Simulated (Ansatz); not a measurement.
**A cut through the energy surface**

BGeH4Cl (SMILES Cl[BH][GeH3]), singlet, at its PBE0-D4/def2-TZVP minimum:

```csv
atom,x (Å),y (Å),z (Å)
Cl1,-1.9760,-1.5239,0.0668
B2,-0.2809,-1.1579,0.1805
Ge3,0.3596,0.7832,-0.1175
H4,0.4394,-2.0754,0.4300
H5,-0.0280,1.2470,-1.5333
H6,-0.3338,1.7240,0.8840
H7,1.8810,0.9350,0.0438
```

The bond length B2–Ge3 (2.066 Å at the minimum) is set to the values below, the two halves moving rigidly along the bond. Each method's energies count from its own value at the PBE0-D4 minimum structure. Ansatz 0.2.0; basis: def2-TZVPP; cores frozen in the correlated methods. Filled d shells of the heavier atoms are correlated. The def2 sets are not built for correlating such inner shells, so the correlated values are less sure here. B3LYP uses VWN-RPA correlation.

```tsv
bond length (Å)	CCSD(T) (kcal/mol)	B3LYP-D4 (kcal/mol)	PBE-D4 (kcal/mol)	MP2 (kcal/mol)
1.859	9.02	8.83	8.41	8.52
1.901	5.45	5.37	5.08	5.06
1.961	2.09	2.09	1.95	1.84
2.032	0.23	0.25	0.22	0.15
2.111	0.24	0.19	0.21	0.35
2.195	2.02	1.81	1.81	2.34
2.285	5.37	4.88	4.83	5.92
2.380	9.98	9.07	8.92	10.81
2.479	15.52	13.98	13.75	16.67
```

Minimum and curvature along this coordinate at CCSD(T): A fifth-order fit through the nearest points gives 2.070 Å, with a curvature of about 13 eV/Å².

Q: Treat the two halves as rigid bodies and work out the harmonic wavenumber of this stretch from that curvature (ν̃ = 521.5 √(k/μ) cm⁻¹ with k in eV/Å² and μ in u).

A: The halves weigh 47.27 and 75.63 u, so μ = 47.27 × 75.63/122.90 = 29.089 u and ν̃ = 521.5 √(13/29.089) ≈ 350 cm⁻¹. A true normal mode mixes in other motions, so this is a guide only.

Largest difference from the CCSD(T) curve over the scan: r2SCAN-D4 1.04; PBE0-D4 0.60; wB97M-V 0.74; HF 2.86 kcal/mol. Each curve counts from its own value at the minimum.

No T1 diagnostic of these runs exceeds 0.014.

For scale, one of the runs: CCSD(T)/def2-TZVPP, 177 basis functions (an equivalent command: `ansatz run in.yaml --threads 4`). Hardware: 4 CPU threads, shared host. Wall time 21 s; peak host memory 1.6 GiB.
